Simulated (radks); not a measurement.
Results of a calculation; reference values are marked as such.
The arsenic anion As- inside a hard spherical wall (all orbitals vanish at R), configuration held at [Ar] 3d10 4s2 4p4 and not refilled when levels cross. Code: a radial shooting solver on a logarithmic mesh with Libxc functionals. Model: scalar-relativistic Kohn-Sham, PBE, spin-unpolarised, spherical densities, finite nucleus; Fermi nuclear charge, rms radius 4.0968 fm. Eigenvalues in eV, with the zero of energy where the potential of the charges vanishes at infinity; a dash marks a level that is unbound or too diffuse for the functional's potential to be trusted. A positive occupied level is held by the wall or, in an anion where self-interaction has pushed it up, behind a barrier. The pressure on the wall is -dE/dV.

| R (bohr) | E (hartree) | kinetic (hartree) | e(3p) | e(3d) | e(4s) | e(4p) | e(5s, empty) | e(5p, empty) | pressure (GPa) |
|---|---|---|---|---|---|---|---|---|---|
| 20 | -2260.85965 | 2304.338 | -126.58 | -33.553 | -7.714 | 1.032 | 2.114 | 2.383 | 0.000115 |
| 15 | -2260.85934 | 2304.339 | -126.52 | -33.485 | -7.650 | 1.089 | 2.734 | 3.341 | 0.00159 |
| 10 | -2260.85523 | 2304.358 | -126.11 | -33.083 | -7.290 | 1.411 | 4.358 | 6.027 | 0.0629 |
| 7 | -2260.82461 | 2304.488 | -124.70 | -31.679 | -6.137 | 2.525 | 8.259 | 11.892 | 1.32 |
| 6 | -2260.77872 | 2304.675 | -123.36 | -30.344 | -5.109 | 3.615 | 11.819 | 16.724 | 4.67 |
| 4 | -2260.23002 | 2306.681 | -115.18 | -22.278 | 1.184 | 11.121 | 35.587 | 45.207 | 110 |
| 3.5 | -2259.68703 | 2308.472 | -110.28 | -17.483 | 5.518 | 16.474 | 52.200 | 63.833 | 291 |
| 2.5 | -2255.84829 | 2319.999 | -90.536 | 1.756 | 28.943 | 44.683 | 136.08 | 153.54 | 3100 |
| 1.5 | -2222.95576 | 2411.653 | -15.627 | 79.994 | 184.84 | 214.20 | 562.11 | 580.15 | 100000 |
